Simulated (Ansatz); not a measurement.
Input and output for [GaFH3]- (GaH₃F⁻).

```yaml
crystal:
  periodic: [false, false, false]
  atoms:
    - {symbol: Ga, position_ang: [-0.000551, 0.001149, -0.101310]}
    - {symbol: F, position_ang: [0.011043, -0.018945, 1.748321]}
    - {symbol: H, position_ang: [1.544333, 0.010648, -0.558796]}
    - {symbol: H, position_ang: [-0.781526, 1.343782, -0.529573]}
    - {symbol: H, position_ang: [-0.773300, -1.336633, -0.558632]}
basis:
  gaussian: {orbitals: aug-cc-pVDZ, fitting: {mean_field: cc-pVTZ-jkfit}}
total_charge: -1
hamiltonian: {xc: {name: HSE06}}
scf: {omitted_lower_state_checks: [starts]}
output: {forces: true}
```

```sh
$ ansatz run in.yaml --threads 4 --pin off --events-out ev --progress --plain --max-ram 3916MiB
```

It prints (some lines left out):

```
Functional definition: HSE06
376 factors; integrals over basis functions are off by at most 4.1e-1 eV
376 factors; integrals over basis functions are off by at most 6.3e-5 eV
mean field evaluation 1: about -55131.3761 eV, gradient 4.6e1 eV
mean field evaluation 2: about -55127.7785 eV, gradient 6.9e1 eV
mean field evaluation 4: about -55135.5907 eV, gradient 1.1e0 eV
mean field evaluation 8: about -55135.5924 eV, gradient 2.3e-3 eV
mean field -55135.59242471 eV, -2026.1956493612 hartree, gradient 8.0e-6 eV, S^2 0.000000; 0 other end points of the search recorded, 0 dependent functions left out
reference -55135.59248873 eV, -2026.1956517139 hartree; 22, 22 occupied and 64, 64 virtual orbitals, 376 factors
Total energy: -55135.59248873 eV, -2026.1956517139 hartree
Atom 0 at    -0.000551     0.001149    -0.101310 Å, force    -0.001616     0.001800    -0.191489 eV/Å
Atom 1 at     0.011043    -0.018945     1.748321 Å, force     0.002243    -0.003222     0.310121 eV/Å
Atom 2 at     1.544333     0.010648    -0.558796 Å, force     0.086041     0.000977    -0.039879 eV/Å
Atom 3 at    -0.781526     1.343782    -0.529573 Å, force    -0.043355     0.075632    -0.038485 eV/Å
Atom 4 at    -0.773300    -1.336633    -0.558632 Å, force    -0.043313    -0.075186    -0.040268 eV/Å
Dipole moment:    -0.000713     0.001566    -0.136663 e Å
Checks for a lower state left out: starts
```

Hardware: 4 threads of Arm Neoverse V2 on a shared host. Wall time 0.7 s.

HSE06 is defined as in plane-wave codes, on full-range PBE exchange.

The dipole of an ion depends on the origin.
